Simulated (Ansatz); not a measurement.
Pr, quartet (typed; the unrestricted solution is spin-contaminated) (core potentials on Pr). Base run: HF/def2-SVP run with Ansatz (a first-principles code).

Input for Ansatz:
Ansatz 0.2 input:
```yaml
crystal:
  periodic: [false, false, false]
  atoms:
    - {symbol: Pr, position_ang: [0.00000000, 0.00000000, 0.00000000]}
basis:
  gaussian:
    orbitals: def2-SVP
hamiltonian:
  xc: hf
magnetization: {spin_polarized: true, initial_magnetization: 3}
```

The base run was repeated with changes; each row names its change, and settings that it needs were set with it.

```csv
change,basis functions,E (Eh)
base,78,-515.31643
basis = jorge-DZP-DKH; relativity = spin-free X2C,71,-9223.87332
basis = jorge-DZP-DKH; relativity = spin-free X2C; nucleus = Gaussian,71,-9223.49155
basis = x2c-SVPall; relativity = spin-free X2C; nucleus = Gaussian,85,-9232.73950
basis = jorge-DZP-DKH; relativity = none,71,-8803.59628
basis = Sapporo-DKH3-DZP-2012; relativity = spin-free X2C,97,-9232.89908
basis = Sapporo-DKH3-DZP-2012; relativity = none,97,-8469.32735
basis = x2c-SVPall; relativity = spin-free X2C,85,-9233.11779
basis = Sapporo-DKH3-DZP-2012; relativity = spin-free X2C; nucleus = Gaussian,97,-9232.48897
basis = x2c-SVPall; relativity = none,85,-8521.20493
```

Absolute energies of different levels of theory aren't comparable as measures of quality.

Ansatz warned in this series: the basis is contracted for relativity, which the run leaves out.

Basis sets contracted for a relativistic Hamiltonian are a mismatch without it, so the rows without relativity aren't non-relativistic limits. No row has spin-orbit coupling; sets with core potentials leave out the core electrons.
